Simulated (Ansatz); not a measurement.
Harmonic frequencies (cm⁻¹) at PBE0-D4/def2-TZVP from Ansatz: 133, 160, 168, 184, 193, 250, 280, 304, 398, 426, 458, 482, 535, 729, 773, 806, 1519, 3562, 3668, 3929, 3939.

Each molecule was computed in one conformer, which needn't be the lowest.

(1) Which molecule is it?
A. `C#[C][Ti]([OH])([F])[F]`
B. `[NH2][Ti]([OH])([OH])[Cl]`
C. `[OH][Ti]([OH])([OH])[Br]`
D. `[NH2][Ti]([NH2])([NH2])[F]`

Answers

(1) B.
